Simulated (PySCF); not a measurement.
sulfur tetrafluoride cation (F4S), SMILES FS(F)(F)F (connectivity only; charge and spin as stated), charge +1, multiplicity 2.

Geometry optimised at PBE0-D3(BJ)/def2-SVP. The spin state was assumed, not searched.

The numbers are results of PBE0-D3(BJ)/def2-SVP (PySCF), not measurements.

Frequencies are harmonic and unscaled.

```csv
mode,ν (cm⁻¹),IR (km/mol),moving atoms (share of kinetic energy)
1,257,0.3,F 99 %
2,311,15.4,"F 75 %, S 25 %"
3,396,0.0,F 100 %
4,487,15.3,"F 91 %, S 9 %"
5,490,36.1,"F 70 %, S 30 %"
6,674,9.7,F 98 %
7,846,229.7,"S 60 %, F 40 %"
8,976,111.4,"F 62 %, S 38 %"
9,1027,165.7,"F 56 %, S 44 %"
```
